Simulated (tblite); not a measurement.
Species: C9H8O2.
Numbering: `[CH2:1]=[CH:2][O:3][C:4](=[O:5])[c:6]1[cH:7][cH:8][cH:9][cH:10][cH:11]1` (hydrogens: H12, H13 on C1; H14 on C2; H15 on C7; H16 on C8; H17 on C9; H18 on C10; H19 on C11)

Structure used (GFN2-xTB), in Å, numbered top down from 1:
```xyz
19
C9H8O2 angstrom
C      4.0013   -0.4931   -0.6949
C      3.0744    0.2443   -0.1125
O      1.7416   -0.0558   -0.2384
C      0.8454    0.7395    0.3893
O      1.1579    1.6976    1.0519
C     -0.5472    0.2930    0.1662
C     -0.8516   -0.8245   -0.6076
C     -2.1705   -1.1992   -0.7825
C     -3.1885   -0.4667   -0.1918
C     -2.8896    0.6465    0.5783
C     -1.5740    1.0267    0.7584
H      3.7473   -1.3538   -1.2874
H      5.0402   -0.2471   -0.5878
H      3.2843    1.1174    0.4926
H     -0.0551   -1.3901   -1.0650
H     -2.4081   -2.0658   -1.3815
H     -4.2172   -0.7645   -0.3325
H     -3.6843    1.2158    1.0368
H     -1.3160    1.8891    1.3542
```

Method: GFN2-xTB as coded in tblite; computed harmonic values from a numerical Hessian at the method's own geometry, unscaled. Errors from tens to a few hundred cm⁻¹ against measured bands are possible. One conformer, not necessarily the lowest.

Harmonic wavenumbers (cm⁻¹): 30.1, 92.3, 96.3, 109.2, 180.9, 253.9, 331.6, 364.1, 408.0, 411.6, 482.6, 587.4, 639.6, 656.6, 676.3, 696.5, 779.8, 840.8, 850.7, 877.8, 913.4, 921.1, 931.5, 935.4, 988.4, 1002.6, 1078.3, 1092.8, 1120.7, 1149.3, 1180.6, 1184.5, 1231.0, 1268.3, 1275.6, 1329.0, 1370.8, 1434.6, 1460.9, 1585.3, 1593.0, 1695.1, 1740.6, 3057.7, 3078.9, 3085.8, 3093.2, 3101.1, 3107.9, 3129.5, 3171.0.

A = 2980, B = 634.2, C = 522.9 MHz; mass 148.052 u (most abundant isotopes); point group Cs, symmetry number 1.

Task: Zero-point energy?

Result: Half the sum of the wavenumbers: 31337 cm⁻¹ = 89.60 kcal/mol.

Task: What is S at 400 K and 1 bar for an ideal gas of classical rigid rotors and harmonic oscillators?

Result: Translation 42.37, rotation 31.04, vibration 39.72: S = 113.1 cal/(mol K).

Task: And Cp and H(400 K) − H(0)?

Result: Cp = 50.16 cal/(mol K), of which vibrations give 42.21 (their classical limit is 51 R = 101.3); H(400 K) − H(0) = 11.42 kcal/mol without the zero-point energy, 8.24 from vibrations.

Task: Blend soft modes into free rotors: weight 1/[1 + (100 cm⁻¹/ν̃)⁴] for the oscillator and the rest for a rotor with moment μB/(μ + B), μ = h/(8π²ν), B = 10⁻⁴⁴ kg m². What vibrational entropy results?

Result: 36.27 cal/(mol K) in place of 39.72, which changes −T·S at 400 K by +1.38 kcal/mol.

Task: Which modes carry the vibrational entropy at 400 K?

Result: 30.1 cm⁻¹: 6.41; 92.3 cm⁻¹: 4.19; 96.3 cm⁻¹: 4.10; 109.2 cm⁻¹: 3.86; 180.9 cm⁻¹: 2.88; 253.9 cm⁻¹: 2.24 cal/(mol K); the other 45 give 16.05 together.

Task: How do the functions run with temperature in this model?

Result: 
```csv
T (K),S (cal/(mol K)),Cp (cal/(mol K)),H − H(0) (kcal/mol),G − H(0) (kcal/mol),ln q(vib)
50,60.7,13.4,0.52,-2.52,0.73
100,71.5,18.1,1.31,-5.84,2.00
298.15,100.1,39.0,6.86,-22.97,7.01
373.15,109.7,47.4,10.11,-30.84,8.93
500,125.3,59.3,16.91,-45.77,12.22
750,152.7,75.1,33.88,-80.61,18.63
1000,175.7,84.7,53.94,-121.74,24.65
```

q(vib) and H(0) count from the zero-point level.

Hindered rotation and anharmonicity are outside this model. Other conformers, if any are populated, would add a mixing term that is left out.

Hardware: 2 threads of an Intel Xeon Platinum 8488C, shared host with 96 logical CPUs at a one-minute load of 56. Cost: 1.0 s wall, 2.0 s CPU. This covers the Hessian and the dipole derivatives.
